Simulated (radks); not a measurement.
Problem. The ruthenium ion Ru2+, 42 electrons, occupied as [Kr] 4d5.5 5p0.5 (fractional occupations, a model configuration). Method: scalar-relativistic Kohn-Sham, SCAN, spin-polarised, spherical densities, finite nucleus; open shells are filled with parallel spins first (spin-orbit coupling, left out, can overturn this in heavy ions); meta-GGA in the generalised Kohn-Sham scheme; Fermi nuclear charge, rms radius 4.4809 fm; computed with a radial shooting solver on a logarithmic mesh with Libxc functionals. Some entries of the table are withheld. Estimate them.

orbital,occ.,eigenvalue (eV),r(max) (bohr)
1s up,1,-22005.91,0.02172
1s down,1,-22005.90,0.02172
2s up,1,-3198.279,0.1228
2s down,1,-3197.474,0.1228
2p up,3,-2863.463,0.09829
2p down,3,-2862.825,0.09828
3s up,1,-588.0867,0.3609
3s down,1,-587.7526,0.3611
3p up,3,-477.0462,0.3545
3p down,3,-476.6146,0.3547
3d up,5,-299.4076,0.3016
3d down,5,-298.6210,0.3019
4s up,1,(1),(2)
4s down,1,(3),(4)
4p up,3,-72.3221,0.9848
4p down,3,-67.8115,0.9764
4d up,5,-28.1274,1.180
4d down,0.5,-23.3508,1.171
5p up,0.5,-14.6882,2.832

Solution. 
(1) 4s up eigenvalue (eV): -103.2884
(2) 4s up r(max) (bohr): 0.9190
(3) 4s down eigenvalue (eV): -99.0877
(4) 4s down r(max) (bohr): 0.9117
